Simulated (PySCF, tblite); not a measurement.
Isomers of C6H10O2S. Level: GFN2-xTB in tblite, geometry and Hessian alike; calculated harmonic values, unscaled, isolated species. Against measured fundamentals such values can be off by several per cent, at times by over 20. One conformer each.

Electronic energies: PBE0/pcSseg-1 single points on the GFN2-xTB geometries (PySCF, gas phase).

```csv
SMILES,"electronic energy, lowest = 0 (kJ/mol)"
C=C(C)C(=C)S(C)(=O)=O,324.6
CC[C@H]1C=CCS1(=O)=O,244.7
CC[C@@H]1C=CS(=O)(=O)C1,257.3
O=C[C@H]1CC[S@@](=O)CC1,163.1
CS[C@@H]1CCCC(=O)O1,0.0
```

Q: How do GFN2-xTB zero-point energies change the relative energies?

A: 
| SMILES | ZPE (kJ/mol) | of it from modes above 1550 cm⁻¹ | electronic (kJ/mol) | with ZPE, lowest = 0 (kJ/mol) | lowest mode (cm⁻¹) | rings |
| --- | --- | --- | --- | --- | --- | --- |
| CS[C@@H]1CCCC(=O)O1 | 398.5 | 189.7 | 0.0 | 0.0 | 47 | 1 |
| O=C[C@H]1CC[S@@](=O)CC1 | 397.9 | 187.6 | 163.1 | 162.5 | 53 | 1 |
| CC[C@H]1C=CCS1(=O)=O | 396.4 | 191.0 | 244.7 | 242.7 | 57 | 1 |
| CC[C@@H]1C=CS(=O)(=O)C1 | 399.0 | 191.7 | 257.3 | 257.8 | 83 | 1 |
| C=C(C)C(=C)S(C)(=O)=O | 386.1 | 204.5 | 324.6 | 312.2 | 42 | 0 |

The zero-point energies span 12.9 kJ/mol, from `C=C(C)C(=C)S(C)(=O)=O` to `CC[C@@H]1C=CS(=O)(=O)C1`. The order is unchanged.

Q: And how do the electronic energies of GFN2-xTB itself compare?

A: `CS[C@@H]1CCCC(=O)O1` 0.0; `O=C[C@H]1CC[S@@](=O)CC1` 109.0; `CC[C@H]1C=CCS1(=O)=O` 107.4; `CC[C@@H]1C=CS(=O)(=O)C1` 134.2; `C=C(C)C(=C)S(C)(=O)=O` 240.7 kJ/mol, lowest = 0. Against the energies above, taken from the same isomer `CS[C@@H]1CCCC(=O)O1`, the largest difference is 137.3 kJ/mol.

Q: What do entropy and thermal enthalpy add at 298.15 K and 1 bar (rigid rotor, harmonic oscillator, one conformer each)?

A: 
```csv
SMILES,point group,symmetry number,S (J/(mol K)),H − H(0) (kJ/mol),ZPE + H − H(0) − TS (kJ/mol)
CS[C@@H]1CCCC(=O)O1,C1,1,413.0,28.09,303.4
O=C[C@H]1CC[S@@](=O)CC1,C1,1,394.2,26.59,306.9
CC[C@H]1C=CCS1(=O)=O,C1,1,398.5,27.53,305.2
CC[C@@H]1C=CS(=O)(=O)C1,C1,1,391.1,26.83,309.2
C=C(C)C(=C)S(C)(=O)=O,C1,1,428.4,31.46,289.8
```
